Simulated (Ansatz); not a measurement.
`C[SiH](C)[SnH3]` + H₂ → `C[SiH2]C` + `[SnH4]`  (hydrogenolysis of the Si–Sn bond)

Calculated with Ansatz (gas phase, PBE0-D4/def2-TZVP geometries, no zero-point term in ΔE). CCSD(T)/CBS adds triple-zeta CCSD(T) − MP2 to the extrapolated MP2 energy (def2 sets, frozen cores). This one scheme is used for every species. Elements past krypton have def2 core potentials. For Sn outer-core shells are correlated without core-valence functions, which leaves a few kJ/mol of doubt a bond.

```json
{"species": "`C[SiH](C)[SnH3]`", "MP2/def2-QZVPP energy (Eh)": "-584.97110"}
{"species": "H₂", "MP2/def2-QZVPP energy (Eh)": "-1.16658"}
{"species": "`C[SiH2]C`", "MP2/def2-QZVPP energy (Eh)": "-369.92310"}
{"species": "`[SnH4]`", "MP2/def2-QZVPP energy (Eh)": "-216.20870"}
```

Question: Work out ΔE.

Answer: ΔE = (-369.92310) + (-216.20870) − (-584.97110) − (-1.16658) = 0.00588 Eh = +15.4 kJ/mol. CCSD(T)/CBS gives +11.5 kJ/mol.

Largest T1 diagnostic among the species: 0.013.

In def2-TZVPP, CCSD(T) changes the Hartree–Fock value by +30.8 kJ/mol (the triples alone add +5.5 kJ/mol) and MP2 by +39.1 kJ/mol. The D4 term adds +12.9 kJ/mol with B3LYP and +7.5 kJ/mol with PBE0; it sums over pairs of atoms, weighted by their polarisabilities, and B3LYP, whose exchange is more repulsive, gets the larger term. From PBE to PBE0 (25 % exact exchange), in def2-TZVPP and without D4, ΔE moves by −5.0 kJ/mol.

B3LYP here is the variant with VWN-RPA as its local correlation; programs differ in this.
